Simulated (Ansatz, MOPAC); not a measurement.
Gas-phase reaction in SMILES: OB(O)O[SiH3] → [O]B(O)O[SiH3] + H atom (the H-O bond breaks)

Wanted: bond dissociation energy (enthalpy at 298 K), in kcal/mol. Terms: UHF or UKS for open shells; no dispersion term unless named; frozen cores in correlated levels; no spin-orbit coupling; 6-31G* and kin with 6d, 5d where marked; PM7 with its own dispersion and hydrogen-bond terms; non-relativistic. CBS(X,Y): correlation extrapolated as X^-3; Hartree-Fock from the larger set. Ab initio and DFT rows: single points at B3LYP-D3(BJ) geometries (Ansatz, a quantum-chemistry and plane-wave program), with unscaled harmonic terms from B3LYP/6-31G* (Ansatz) at its own minima. Semi-empirical rows: MOPAC heats of formation at their own minima for 298 K.

| species | coefficient | E at B3LYP/6-31G* (Ansatz), Eh | E at wB97X-V/def2-TZVPD (Ansatz), Eh | H(298 K) - E, kcal/mol | heat of formation at PM7 (MOPAC), kcal/mol |
|---|---|---|---|---|---|
| OB(O)O[SiH3] | -1 | -543.20016 | -543.20984 | 45.11 | -249.49 |
| [O]B(O)O[SiH3] | +1 | -542.52292 | -542.52070 | 37.12 | -193.98 |
| H atom | +1 | -0.50027 | -0.50049 | 1.48 | 52.10 |

Coupled cluster (Ansatz) is a level with limits of its own, used here on species with T1 under 0.025 (0.045 for open shells) and stable references: CCSD(T)/CBS(cc-pV(T+d)Z,cc-pV(Q+d)Z). Value to compare with, CCSD(T)/CBS(cc-pV(T+d)Z,cc-pV(Q+d)Z) (Ansatz): 116.2 kcal/mol. 1 Eh = 627.5095 kcal/mol.

Question: Work the quantity out at each level, and compare with CCSD(T)/CBS(cc-pV(T+d)Z,cc-pV(Q+d)Z) (Ansatz).

Answer: 
- B3LYP/6-31G*: the sum of coefficient times E is 0.17697 Eh, or 111.05 kcal/mol; the thermal terms add -6.51. Result: 104.5 kcal/mol. Its difference against CCSD(T)/CBS(cc-pV(T+d)Z,cc-pV(Q+d)Z) (Ansatz) is -11.7 kcal/mol.
- wB97X-V/def2-TZVPD: the sum of coefficient times E is 0.18865 Eh, or 118.38 kcal/mol; the thermal terms add -6.51. Result: 111.9 kcal/mol. Its difference against CCSD(T)/CBS(cc-pV(T+d)Z,cc-pV(Q+d)Z) (Ansatz) is -4.3 kcal/mol.
- PM7: the sum of coefficient times heat of formation is 107.61 kcal/mol; it needs no thermal term. Its difference against CCSD(T)/CBS(cc-pV(T+d)Z,cc-pV(Q+d)Z) (Ansatz) is -8.6 kcal/mol.
